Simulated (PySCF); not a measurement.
C3H7NSi.
Numbering: `[SiH3:1][CH2:2][C@H:3]1[CH:4]=[N:5]1` (hydrogens: H6, H7, H8 on Si1; H9, H10 on C2; H11 on C3; H12 on C4)

Computed by this run: PySCF, PBE0-D3(BJ)/def2-SVP geometry optimisation, gas phase; density fitting, grid level 1; the optimiser is geomeTRIC in internal coordinates, started from a GFN2-xTB structure with every atom displaced at random (about 0.01 Å).

Step 0: E = -12575.5160 eV
```
atom  x, y, z in Å  |  force x, y, z in eV/Å
Si1     1.5635   -0.1060    0.3572   -1.248   0.899  -0.971
C2      0.1688   -0.0673   -0.9743   -0.133   0.670   1.034
C3     -1.2013    0.2768   -0.4225    1.453  -0.690   0.355
C4     -1.5523   -0.1208    0.9155   -0.785  -1.073  -0.363
N5     -1.2758    1.0823    0.8355    0.168   1.564   0.612
H6      2.7911   -0.4371   -0.3168    1.003  -0.299  -0.431
H7      1.6635    1.2264    0.9861    0.127   0.213   0.189
H8      1.2354   -1.0973    1.3500   -0.155  -0.764   0.799
H9      0.1144   -1.0306   -1.4487    0.075  -0.915  -0.531
H10     0.4242    0.6599   -1.7388    0.337   0.339  -0.487
H11    -1.9703    0.4671   -1.1391   -0.810   0.235  -0.774
H12    -1.9216   -0.8817    1.5867   -0.032  -0.179   0.569
```

Question: Estimate the geometry and energy of step 1. (The exact step hangs on the optimiser's Hessian estimate; all steps are aligned on step 0, rigid shifts and turns removed.)

Answer: E = -12575.6989 eV, largest force 0.450 eV/Å
```
atom  x, y, z in Å  |  force x, y, z in eV/Å
Si1     1.5793   -0.0840    0.3178   -0.067  -0.147   0.055
C2      0.1711   -0.0459   -0.9561    0.144  -0.184  -0.129
C3     -1.2034    0.2424   -0.4095   -0.222   0.218  -0.325
C4     -1.6543   -0.1405    0.9070   -0.011   0.152   0.344
N5     -1.3574    1.0781    0.8535   -0.020  -0.160  -0.041
H6      2.8619   -0.4612   -0.3626   -0.109   0.007   0.001
H7      1.7677    1.2309    0.9933   -0.008   0.038  -0.009
H8      1.2721   -1.1151    1.3689    0.059   0.073  -0.077
H9      0.1572   -1.0301   -1.4726    0.057   0.178   0.085
H10     0.4343    0.6959   -1.7337   -0.047  -0.039   0.059
H11    -1.9756    0.4488   -1.1767    0.211  -0.082   0.127
H12    -2.0132   -0.8475    1.6615    0.015  -0.054  -0.090
```

The energy changes by -0.1830 eV. The first-order estimate −F·Δx gives -0.4248 eV and the mean of the old and new forces, exact on a quadratic surface, -0.1866 eV. The step makes an angle of 67° with the force vector and moves no atom by more than 0.123 Å.

The cost below is that of the whole optimisation. On one thread of an Arm Neoverse V1, shared host with 32 logical CPUs at a one-minute load of 11, this took 20 s and 0.45 GiB of memory at its peak.
